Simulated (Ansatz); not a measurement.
Cost and result for the atomization energy of CH3F3OSi, SMILES `OC(F)[SiH](F)F` (9 atoms, 8 bonds).

```
atom   x (Å)   y (Å)   z (Å)
  O1   0.040  -1.576  -0.424
  C2   0.322  -0.243  -0.618
  F3  -0.294   0.220  -1.782
 Si4  -0.404   0.718   0.846
  F5   0.411   0.329   2.148
  F6  -0.171   2.263   0.583
  H7   0.538  -2.113  -1.049
  H8   1.395  -0.061  -0.763
  H9  -1.837   0.463   1.061
```

The species carries charge 0 and has multiplicity 1. All single points use the PBE0-D4/def2-TZVP geometry. It is one conformer, not always the lowest. Program: Ansatz. All runs use 4 threads of an Arm Neoverse V1 on a shared host. Times are those of one run each, without the atoms' runs, and a repeat can differ threefold. Electronic energies, without spin–orbit coupling; frozen cores. CCSD(T)/CBS adds CCSD(T) − MP2 in def2-TZVPP to the MP2 limit, and its time is that of the two runs behind it. T1 = 0.012. B3LYP takes the VWN-RPA correlation (the form of Gaussian; ORCA's B3LYP/G).

CCSD(T)/CBS is a level of theory with its own doubt, some kJ/mol a heavy atom from the limit and from the frozen cores, so smaller differences don't rank the functionals.

```tsv
level	functions	wall time	atomization (kcal/mol)	difference from CCSD(T)/CBS	per bond
PBE-D4/def2-TZVPP (with forces)	239	2.2 s	871.5	15.4	1.9
PBE0-D4/def2-TZVPP	239	2.7 s	845.3	-10.8	-1.4
B3LYP-D4/def2-TZVPP (with forces)	239	3.9 s	846.3	-9.8	-1.2
r2SCAN-D4/def2-TZVPP (with forces)	239	4.1 s	854.1	-2.0	-0.3
B2PLYP/def2-TZVPP	239	5.5 s	842.5	-13.6	-1.7
ωB97X-V/def2-TZVPP	239	7 s	854.7	-1.4	-0.2
ωB97M-V/def2-TZVPP (with forces)	239	11 s	854.5	-1.6	-0.2
MP2/def2-QZVPP	445	35 s	876.9	20.8	2.6
CCSD(T)/def2-TZVPP	239	4.2 min	829.3	-26.8	-3.3
CCSD(T)/CBS(def2)	–	4.8 min	856.1	0.0	0.0
```

The D4 term adds +6.4 kcal/mol with B3LYP and +3.3 kcal/mol with PBE0; it sums over pairs of atoms, weighted by their polarisabilities, and B3LYP, whose exchange is more repulsive, gets the larger term. From PBE to PBE0 (25 % exact exchange), in def2-TZVPP and without D4, the atomization energy moves by −25.6 kcal/mol: exact exchange takes away binding that semilocal exchange gives to molecules. In def2-TZVPP, CCSD(T) changes the Hartree–Fock value by +224.5 kcal/mol (the triples alone add +14.5 kcal/mol) and MP2 by +255.8 kcal/mol; breaking electron pairs costs correlation energy, which Hartree–Fock lacks.
